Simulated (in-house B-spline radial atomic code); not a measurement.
A run on neutral rhodium that did not converge. Method: scalar-relativistic (X2C) LC-wPBE, spin-polarised, spherical fractional occupations, Fermi nucleus of rms radius 4.4945 fm; computed with an all-electron radial atomic-structure program (B-spline basis).

Command:
```bash
python run_scf.py task.json out
```
Settings (nuclear radius in fm, mass in u):
```
Z                45
configuration    [Kr] 4d7.875 5s1 5d0.125
hamiltonian      x2c
method           lc_wpbe
spin_polarised   True
nucleus          fermi
rms_radius       4.4945
atomic_mass      102.90549
speed_of_light   137.035999084
```

First and last ten iterations of the last attempt (damped for 15 steps, keeping 80 % of the old Fock matrix, then DIIS):
```
 iter        energy (Eh)    residual
    1       -4779.918906    4.41e-01
    2       -4780.227133    2.44e-01
    3       -4781.773818    1.53e-01
    4       -4782.486308    9.39e-02
    5       -4782.787392    5.79e-02
    6       -4782.910811    3.63e-02
    7       -4782.959025    2.25e-02
    8       -4782.977313    1.52e-02
    9       -4782.984246    1.13e-02
   10       -4782.986975    8.56e-03
  111       -4782.989543    1.89e-05
  112       -4782.989557    1.97e-05
  113       -4782.989554    1.57e-05
  114       -4782.989559    1.42e-05
  115       -4782.989554    1.77e-05
  116       -4782.989557    1.91e-05
  117       -4782.989552    9.42e-06
  118       -4782.989556    1.37e-05
  119       -4782.989559    9.10e-06
  120       -4782.989552    2.26e-05
 not converged after 120 iterations
```

The smallest residual met was 6.3e-06; the threshold is about 4e-07. Over the last five steps the energy moves by less than 1e-05 hartree, but the orbitals didn't meet the threshold. Cost of the run: 42 s on 1 thread of Intel(R) Xeon(R) 6975P-C, on a shared host.
